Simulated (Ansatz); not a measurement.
Ge$_{2}$H$_{6}$O (`[OH][GeH2][GeH3]`) at its PBE0-D4/def2-TZVP geometry, where that method's forces vanish. Charge 0, multiplicity 1.

```xyz
9

O    -0.5539    2.0785    0.1389
Ge    0.1352    0.7054   -0.7785
Ge    0.2620   -1.2656    0.6377
H    -1.4675    1.9286    0.3908
H    -0.7385    0.4353   -2.0243
H     1.5198    1.2121   -1.2064
H     0.7788   -2.4722   -0.1643
H    -1.1378   -1.6051    1.1792
H     1.2019   -1.0171    1.8269
```

Q: What forces (eV/Å) does B3LYP-D4/def2-TZVPP give on these atoms in Ansatz 0.2.0? (Estimate.)

A: Ansatz gave: 
```
O1  -0.102  0.196  0.131
Ge2  0.134 -0.130 -0.233
Ge3  0.005 -0.096  0.075
H4  -0.042  0.042  0.034
H5  -0.007  0.006 -0.022
H6   0.008  0.016 -0.009
H7   0.004 -0.015  0.003
H8  -0.005 -0.010  0.008
H9   0.005 -0.010  0.013
```

B3LYP here is the variant with VWN-RPA as its local correlation; programs differ in this.
